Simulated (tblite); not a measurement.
C3H10OSi4.
SMILES with atom numbers: `[CH:1]#[C:2][Si@H:3]1[SiH2:4][Si@@H:5]([O:6][CH3:7])[SiH2:8]1` (hydrogens: H9 on C1; H10 on Si3; H11, H12 on Si4; H13 on Si5; H14, H15, H16 on C7; H17, H18 on Si8)

Cartesian coordinates in Å at the GFN2-xTB level; atoms count from 1:
```
atom  x, y, z in Å
C1     3.545    0.762    1.208
C2     2.780   -0.122    0.922
Si3    1.543   -1.418    0.453
Si4   -0.609   -0.980    1.358
Si5   -1.354   -0.483   -0.826
O6    -1.315    1.131   -1.110
C7    -2.126    2.102   -0.540
Si8    0.688   -1.149   -1.745
H9     4.226    1.524    1.463
H10    2.250   -2.660    0.825
H11   -1.235   -2.138    2.017
H12   -0.700    0.060    2.398
H13   -2.690   -0.968   -1.239
H14   -3.176    1.933   -0.792
H15   -2.026    2.100    0.549
H16   -1.819    3.075   -0.925
H17    0.571   -2.443   -2.443
H18    1.437   -0.320   -2.696
```

All values are computed: GFN2-xTB (tblite) harmonic vibrations without scaling, gas phase. The method is semi-empirical: single wavenumbers can be off by several per cent or more. Modes of hydrogen on silicon can be 10 to 20 % off. One conformer, not necessarily the lowest.

Harmonic wavenumbers (cm⁻¹): 25.4, 71.5, 73.6, 92.8, 96.5, 118.7, 153.1, 218.0, 240.9, 245.0, 268.4, 295.6, 343.3, 352.9, 363.7, 378.9, 393.4, 419.2, 454.0, 472.6, 549.6, 576.3, 607.8, 629.6, 664.1, 674.7, 684.2, 692.1, 741.2, 822.3, 839.5, 1122.6, 1138.7, 1149.8, 1423.5, 1491.5, 1495.0, 2055.0, 2110.0, 2131.0, 2141.4, 2154.5, 2186.3, 2190.0, 2935.1, 2951.6, 2991.9, 3344.7.

A = 1294, B = 661.1, C = 632.8 MHz; mass 173.981 u (most abundant isotopes); point group C1, symmetry number 1.

Problem. What is the zero-point energy?

Solution. ½Σν̃ = 23786 cm⁻¹ = 284.54 kJ/mol.

Problem. Entropy at 200 K, 1 bar (ideal gas, RRHO, classical rotation)?

Solution. Translation 164.90, rotation 123.73, vibration 134.04: S = 422.7 J/(mol K).

Problem. And Cp and H(200 K) − H(0)?

Solution. Cp = 174.25 J/(mol K), of which vibrations give 140.99 (their classical limit is 48 R = 399.1); H(200 K) − H(0) = 21.06 kJ/mol without the zero-point energy, 14.41 from vibrations.

Problem. Blend soft modes into free rotors: weight 1/[1 + (100 cm⁻¹/ν̃)⁴] for the oscillator and the rest for a rotor with moment μB/(μ + B), μ = h/(8π²ν), B = 10⁻⁴⁴ kg m². What vibrational entropy results?

Solution. 123.21 J/(mol K) in place of 134.04, which changes −T·S at 200 K by +2.17 kJ/mol.

Problem. Which modes carry the vibrational entropy at 200 K?

Solution. 25.4 cm⁻¹: 22.46; 71.5 cm⁻¹: 13.93; 73.6 cm⁻¹: 13.70; 92.8 cm⁻¹: 11.83; 96.5 cm⁻¹: 11.51; 118.7 cm⁻¹: 9.88 J/(mol K); the other 42 give 50.74 together.

Problem. How do the functions run with temperature in this model?

Solution. 
```
 T (K)  S (J/(mol K))  Cp (J/(mol K))  H − H(0) (kJ/mol)  G − H(0) (kJ/mol)  ln q(vib)
   150          377.2           142.8              13.11             -43.46       5.29
   250          464.5           200.4              30.45             -85.67       9.61
298.15          501.6           221.2              40.61            -108.94      11.63
   400          571.6           255.2              64.97            -163.68      15.73
   600          684.3           300.7             120.87            -289.73      22.97
   900          815.3           344.6             218.19            -515.55      32.17
```

q(vib) and H(0) count from the zero-point level.

Problem. What must be added to the electronic energy to get the Gibbs energy at 200 K and 1 bar?

Solution. ZPE + [H(200 K) − H(0)] − T·S = 284.54 + 21.06 − 84.53 = 221.07 kJ/mol.

Hindered rotation and anharmonicity are outside this model. Other conformers, if any are populated, would add a mixing term that is left out. The structure is chiral; the term R ln 2 for an equal mix with its mirror image is left out.
